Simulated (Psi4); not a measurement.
CH6FNSi, singlet, at a GFN2-xTB geometry; CCSD/def2-SVP run with Psi4 1.11.

The Psi4 input:
```
memory 2 GB

molecule {
0 1
Si   -0.14455069   -0.30873114   -0.17759945
C     1.44407506    0.39318333   -0.91772686
N    -1.26817076    0.97226702    0.02594522
F     0.12125852   -0.81327642    1.33234470
H    -0.60496721   -1.52175803   -0.85019225
H     1.29957394    0.71300355   -1.94486486
H     1.79651479    1.24991237   -0.35065422
H     2.23420189   -0.35149651   -0.91600640
H    -1.52337383    1.55104041   -0.75534691
H    -2.05682175    0.83605275    0.63709939
}

set {
  basis def2-svp
  freeze_core true
}

energy('ccsd')
print_variables()
```

Question: What does Psi4 print? Leave out banner, timings and long lists.

Answer: 
```
   => Loading Basis Set <=

    Name: DEF2-SVP
    Role: ORBITAL
    Keyword: BASIS

         ---------------------------------------------------------
                                   SCF
               by Justin Turney, Rob Parrish, Andy Simmonett
                          and Daniel G. A. Smith
                              RHF Reference
         ---------------------------------------------------------

  ==> Geometry <==

    Molecular point group: c1
    Full point group: C1

    Geometry (in Angstrom), charge = 0, multiplicity = 1:

       Center              X                  Y                   Z               Mass
    ------------   -----------------  -----------------  -----------------  -----------------
         SI          -0.131698288523    -0.267488179928    -0.246965186815    27.976926534650
         C            1.456927461477     0.434426290072    -0.987092596815    12.000000000000
         N           -1.255318358523     1.013509980072    -0.043420516815    14.003074004430
         F            0.134110921477    -0.772033459928     1.262978963185    18.998403162730
         H           -0.592114808523    -1.480515069928    -0.919557986815     1.007825032230
         H            1.312426341477     0.754246510072    -2.014230596815     1.007825032230
         H            1.809367191477     1.291155330072    -0.420019956815     1.007825032230
         H            2.247054291477    -0.310253549928    -0.985372136815     1.007825032230
         H           -1.510521428523     1.592283370072    -0.824712646815     1.007825032230
         H           -2.043969348523     0.877295710072     0.567733653185     1.007825032230

  Running in c1 symmetry.

  Rotational constants: A =      0.21998  B =      0.18814  C =      0.11882 [cm^-1]
  Rotational constants: A =   6594.93675  B =   5640.24769  C =   3562.13471 [MHz]
  Nuclear repulsion =  181.465098886720000

  Charge       = 0
  Multiplicity = 1
  Electrons    = 42
  Nalpha       = 21
  Nbeta        = 21

  ==> Algorithm <==

  SCF Algorithm Type is PK.
  DIIS enabled.
  MOM disabled.
  Fractional occupation disabled.
  Guess Type is SAD.
  Energy threshold   = 1.00e-08
  Density threshold  = 1.00e-08
  Integral threshold = 1.00e-12

  ==> Primary Basis <==

  Basis Set: DEF2-SVP
    Blend: DEF2-SVP
    Number of shells: 44
    Number of basis functions: 90
    Number of Cartesian functions: 94
    Spherical Harmonics?: true
    Max angular momentum: 2

  ==> Integral Setup <==

  Using in-core PK algorithm.
   Calculation information:
      Number of atoms:                  10
      Number of AO shells:              44
      Number of primitives:             84
      Number of atomic orbitals:        94
      Number of basis functions:        90

      Integral cutoff                 1.00e-12
      Number of threads:                 1

  Performing in-core PK
  Using 16773120 doubles for integral storage.
  We computed 461583 shell quartets total.
  Whereas there are 490545 unique shell quartets.

  ==> DiskJK: Disk-Based J/K Matrices <==

    J tasked:                  Yes
    K tasked:                  Yes
    wK tasked:                  No
    Schwarz Cutoff:          1E-12

  Minimum eigenvalue in the overlap matrix is 1.0820964314E-02.
  Reciprocal condition number of the overlap matrix is 2.0343176513E-03.
    Using symmetric orthogonalization.

  ==> Pre-Iterations <==

  SCF Guess: Superposition of Atomic Densities via on-the-fly atomic UHF (no occupation information).

   -------------------------
    Irrep   Nso     Nmo
   -------------------------
     A         90      90
   -------------------------
    Total      90      90
   -------------------------

  ==> Iterations <==

                        Total Energy        Delta E     RMS |[F,P]|

   @RHF iter SAD:  -483.14036260581418   -4.83140e+02   0.00000e+00
   @RHF iter   1:  -483.89594877404573   -7.55586e-01   5.99695e-03 DIIS/ADIIS
   @RHF iter   2:  -484.01127589139344   -1.15327e-01   3.04613e-03 DIIS/ADIIS
   @RHF iter   3:  -484.04145791573978   -3.01820e-02   4.29121e-04 DIIS/ADIIS
   @RHF iter   4:  -484.04272722600297   -1.26931e-03   1.27433e-04 DIIS/ADIIS
   @RHF iter   5:  -484.04281448143530   -8.72554e-05   2.79162e-05 DIIS
   @RHF iter   6:  -484.04281954698968   -5.06555e-06   6.55157e-06 DIIS
   @RHF iter   7:  -484.04281983164060   -2.84651e-07   2.29769e-06 DIIS
   @RHF iter   8:  -484.04281986641348   -3.47729e-08   5.49681e-07 DIIS
   @RHF iter   9:  -484.04281986986024   -3.44676e-09   1.30597e-07 DIIS
   @RHF iter  10:  -484.04281987008511   -2.24873e-10   3.47303e-08 DIIS
   @RHF iter  11:  -484.04281987010290   -1.77920e-11   8.29593e-09 DIIS
  Energy and wave function converged.

  ==> Post-Iterations <==

    Orbital Energies [Eh]
    ---------------------

    Doubly Occupied:

[...]
    Virtual:

[...]
    Final Occupation by Irrep:
              A
    DOCC [    21 ]
    NA   [    21 ]
    NB   [    21 ]

  @RHF Final Energy:  -484.04281987010290

   => Energetics <=

    Nuclear Repulsion Energy =            181.4650988867199999
    One-Electron Energy =               -1030.6024096927662868
    Two-Electron Energy =                 365.0944909359434405
    Total Energy =                       -484.0428198701029032

Computation Completed

Properties will be evaluated at   0.000000,   0.000000,   0.000000 [a0]

Properties computed using the SCF density matrix

 Multipole Moments:

 ------------------------------------------------------------------------------------
     Multipole            Electronic (a.u.)      Nuclear  (a.u.)        Total (a.u.)
 ------------------------------------------------------------------------------------

 L = 1.  Multiply by 2.5417464519 to convert [e a0] to [Debye]
 Dipole X            :         -1.4395606            1.0200756           -0.4194850
 Dipole Y            :         -2.8736433            3.2733916            0.3997483
[...]
	Two-electron integral transformation complete.
	(VV|OO)...
	Starting first half-transformation.
	Sorting half-transformed integrals.
	First half integral transformation complete.
	Starting second half-transformation.
	Two-electron integral transformation complete.
	(VV|OV)...
	Starting second half-transformation.
	Two-electron integral transformation complete.
	(VV|VV)...
	Starting second half-transformation.
	Two-electron integral transformation complete.
	Frozen core energy     =   -551.10247421599206

	Size of irrep 0 of <ab|cd> integrals:     22.667 (MW) /    181.337 (MB)
	Total:                                    22.667 (MW) /    181.337 (MB)

	Size of irrep 0 of <ia|bc> integrals:      4.271 (MW) /     34.165 (MB)
	Total:                                     4.271 (MW) /     34.165 (MB)

	Size of irrep 0 of tijab amplitudes:       0.805 (MW) /      6.437 (MB)
	Total:                                     0.805 (MW) /      6.437 (MB)

	Nuclear Rep. energy          =    181.46509888672000
	SCF energy                   =   -484.04281987010290
	One-electron energy          =   -209.93822519442827
	Two-electron energy          =     95.53278065360104
	Reference energy             =   -484.04281987009927

            **************************
            *                        *
            *        CCENERGY        *
            *                        *
            **************************

    Nuclear Rep. energy (wfn)     =  181.465098886720000
    SCF energy          (wfn)     = -484.042819870102903
    Reference energy    (file100) = -484.042819870099265

    Input parameters:
    -----------------
    Wave function   =     CCSD
    Reference wfn   =     RHF
    Brueckner       =     No
    Maxiter         =     50
    R_Convergence   =     1.0e-07
    E_Convergence   =     1.0e-06
    Restart         =     Yes
    DIIS            =     Yes
    AO Basis        =     NONE
    ABCD            =     NEW
    Cache Level     =     2
    Cache Type      =     LOW
    Print Level     =     1
    Num. of threads =     1
    # Amps to Print =     10
    Print MP2 Amps? =     No
    Analyze T2 Amps =     No
    Print Pair Ener =     No
    Local CC        =     No
    SCS-MP2         =     False
    SCSN-MP2        =     False
    SCS-CCSD        =     False

MP2 correlation energy -0.5986339889125751
                Solving CC Amplitude Equations
                ------------------------------
  Iter             Energy              RMS        T1Diag      D1Diag    New D1Diag    D2Diag
  ----     ---------------------    ---------   ----------  ----------  ----------   --------
     0        -0.598633988912575    0.000e+00    0.000000    0.000000    0.000000    0.118593
     1        -0.622288102774954    6.648e-02    0.008102    0.021863    0.021863    0.129288
     2        -0.636139643487110    2.138e-02    0.008299    0.021937    0.021937    0.134534
     3        -0.639069673932883    8.962e-03    0.009577    0.026245    0.026245    0.136590
     4        -0.639063545290719    1.948e-03    0.009794    0.027141    0.027141    0.136806
     5        -0.639084554803440    7.070e-04    0.009869    0.027538    0.027538    0.136851
     6        -0.639092345608394    2.349e-04    0.009894    0.027695    0.027695    0.136856
     7        -0.639088695779829    8.837e-05    0.009900    0.027741    0.027741    0.136855
     8        -0.639087489360751    3.268e-05    0.009901    0.027754    0.027754    0.136855
     9        -0.639088105503158    1.273e-05    0.009902    0.027758    0.027758    0.136855
    10        -0.639087656707757    4.589e-06    0.009902    0.027758    0.027758    0.136855
    11        -0.639087672854846    1.578e-06    0.009902    0.027758    0.027758    0.136854
    12        -0.639087627699946    5.744e-07    0.009902    0.027758    0.027758    0.136854
    13        -0.639087626969781    2.200e-07    0.009902    0.027758    0.027758    0.136854
    14        -0.639087626565771    7.294e-08    0.009902    0.027758    0.027758    0.136854

    Iterations converged.

    Largest TIA Amplitudes:
              5   9         0.0107431420
             12   2        -0.0105872948
              6   1         0.0101041055
              6   6        -0.0091815151
              5   7        -0.0079598543
              6   7         0.0078169239
             12   7         0.0075635418
              4   1        -0.0074080077
              7   1        -0.0073205935
              3   7         0.0071855047

    Largest TIjAb Amplitudes:
     12  12  26  26        -0.0219849652
      9   9  22  22        -0.0198663377
      4   4  23  23        -0.0187639225
      8   8   4   4        -0.0180396731
     12  12   7   7        -0.0177056767
     11  11   9   9        -0.0157230497
     10  10   7   7        -0.0153677630
     11  11  10  10        -0.0148555062
      5   5  37  37        -0.0143832019
      7   7  36  36        -0.0140933648

    SCF energy       (wfn)                    = -484.042819870102903
    Reference energy (file100)                = -484.042819870099265

    Opposite-spin MP2 correlation energy      =   -0.454243171564659
    Same-spin MP2 correlation energy          =   -0.144390817347916
    Singles MP2 correlation energy            =   -0.000000000000000
    MP2 correlation energy                    =   -0.598633988912575
      * MP2 total energy                      = -484.641453859011847

    Opposite-spin CCSD correlation energy     =   -0.507018083571044
    Same-spin CCSD correlation energy         =   -0.132069542994727
    Singles CCSD correlation energy           =    0.000000000000000
    CCSD correlation energy                   =   -0.639087626565771
      * CCSD total energy                     = -484.681907496665019

  Variable Map:
  ----------------------------------------------------------------------------
[...]
  Array Variable Map:
  ----------------------------------------------------------------------------
[...]
[...]
```
